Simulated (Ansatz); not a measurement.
```xyz
2

Li   -0.0246    0.0304   -1.1802
F     0.0039    0.0160    0.4302
```

Basis set: 6-31G (spherical functions). Frozen core: 1 orbital. Charge 0, multiplicity 1.

Computed with Ansatz (development build ahead of 0.2.0); each method stands on the lowest determinant of its kind that the runs found. Restricted open shells among the atoms or ions are ROHF, correlated in semicanonical orbitals with singles.

The atomization energy at this shape (free ground-state atoms in the same class of orbitals less the molecule, no zero-point energy) of singlet LiF:

```
 method  atomization energy
RHF-MP2     116.50 kcal/mol
```

(1) What does RHF give?

Answers

(1) 80.92 kcal/mol.

This basis has no polarisation functions and is too small for such energies, which can lie far from measured ones in either direction.
